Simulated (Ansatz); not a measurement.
H$_{4}$O$_{3}$SZr, SMILES `[OH][Zr]([OH])([OH])[SH]`, relaxed with RKS PBE0-D4/def2-TZVP in the Gaussian-basis code of Ansatz from a GFN2-xTB geometry. The force threshold is 0.005 eV/Å; the program also tests the step.

The species carries charge 0 and has multiplicity 1. Zr: def2 effective core potential.

Start:

```xyz
9

O    -1.248   -0.819   -1.027
Zr    0.069    0.173   -0.125
O     0.224    1.962   -0.653
O     1.738   -0.666    0.012
S    -0.647   -0.069    2.211
H    -1.559   -0.805   -1.940
H     0.937    2.443   -1.087
H     2.010   -1.199    0.773
H    -1.524   -1.018    1.837
```

(1) How much energy does the relaxation release, and in how many steps? (Estimate.)

(2) Which bonds change most? (An estimate is asked.)

(3) Give the relaxed structure. (An estimate is asked.)

Answers

(1) Ansatz gave: 11.13 kcal/mol, in 45 steps, 9 of them rejected.

(2) The calculation gave: Zr2–O4 from 1.873 to 1.917 Å; Zr2–O3 from 1.872 to 1.913 Å; O1–Zr2 from 1.880 to 1.918 Å; Zr2–S5 from 2.455 to 2.480 Å.

(3) Computed: 
```xyz
9

O    -1.026   -0.796   -1.353
Zr    0.026    0.136   -0.048
O     0.374    1.939   -0.583
O     1.624   -0.869    0.290
S    -1.262    0.345    2.062
H    -1.660   -1.013   -2.029
H     0.793    2.742   -0.880
H     2.334   -1.503    0.252
H    -1.203   -0.981    2.289
```
